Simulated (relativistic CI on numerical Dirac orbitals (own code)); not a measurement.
**Ag⁴⁺ (4d7) in a crystal field**

Calculated by Dirac-Coulomb-Breit CI, KLI orbitals optimised for each configuration, QED by a radiative potential, valence Slater integrals scaled by 0.8, one configuration in a parametric crystal field (own radial code).

Field parameters in Wybourne normalisation: D4h B²₀ = −7Ds, B⁴₀ = 21(Dq − Dt), B⁴₄ = 21√(5/14) Dq. The field is a parameter set, without covalency.

S is read from ⟨S²⟩ = S(S + 1).

Levels (cm⁻¹, degeneracy): 0 (2), 5137 (2), 5437 (2), 10506 (2), 11715 (2), 12919 (2), 13512 (2), 15912 (2), 17931 (2), 19686 (2), 20524 (2), 22666 (2).

(1) Which field gives this pattern?
A. D4h, 10Dq = 21150, Ds = -1500, Dt = 120 cm⁻¹
B. D4h, 10Dq = 21150, Ds = 2590, Dt = 120 cm⁻¹
C. D4h, 10Dq = 21150, Ds = 3000, Dt = 120 cm⁻¹
D. D4h, 10Dq = 21150, Ds = -1090, Dt = 120 cm⁻¹

Answers

(1) C. D4h, 10Dq = 21150, Ds = 3000, Dt = 120 cm⁻¹, ground level with S = 0.70.
